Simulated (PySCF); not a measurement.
How methods differ on the ionisation energy of Tl

Tl [Xe] 4f14 5d10 6s2 6p1 (2P) → Tl⁺ [Xe] 4f14 5d10 6s2 (1S), as a difference of total energies. Computed with PySCF 2.14 in aug-cc-pVQZ-PP with ECP60MDF (7s7p5d3f2g, 92 functions), with a scalar-relativistic core potential. Correlated levels: valence: 5s2 5p6 5d10 frozen. The calculations carry no spin-orbit coupling.

Order these methods by the ionisation energy they give, lowest first.
A. PBE0
B. r2SCAN
C. B97-3
D. LDA

C (5.249 eV), A (5.441 eV), B (5.506 eV), D (5.583 eV).

Errors of the correlated levels include the incompleteness of this basis and the frozen core.

For comparison: 5.464 eV (measured; NIST levels, between the centres of gravity of the two terms).
